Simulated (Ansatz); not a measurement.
Basis-set extrapolation for H₈OSi₄ (PBE0-D4/def2-TZVP geometry, frozen core, Ansatz 0.2.0). Multiplicity 1, RHF reference.

```json
{"": "HF", "def2-TZVPP": "-1235.327036", "def2-QZVPP": "-1235.366527"}
{"": "MP2 correlation", "def2-TZVPP": "-0.723602", "def2-QZVPP": "-0.778869"}
{"": "CCSD(T) correlation", "def2-TZVPP": "-0.830367", "def2-QZVPP": "not run"}
```

Energies in hartree. Use E(X) = E(∞) + A·exp(−7.88·√X) for Hartree–Fock and E(X) = E(∞) + B·X^(−2.97) for correlation, with X = 3 and 4, and add CCSD(T) minus MP2 of the smaller set to the MP2 limit.

What is the CCSD(T) energy at the basis-set limit?

HF limit: -1235.366527 + (-0.039491) × 0.13774 = -1235.37197. MP2 limit: -0.778869 + (-0.055267) × 0.74074 = -0.81981. Higher-order term: -0.830367 − (-0.723602) = -0.10676. Total: -1236.29854 hartree, 370.6 kJ/mol below CCSD(T)/def2-TZVPP.
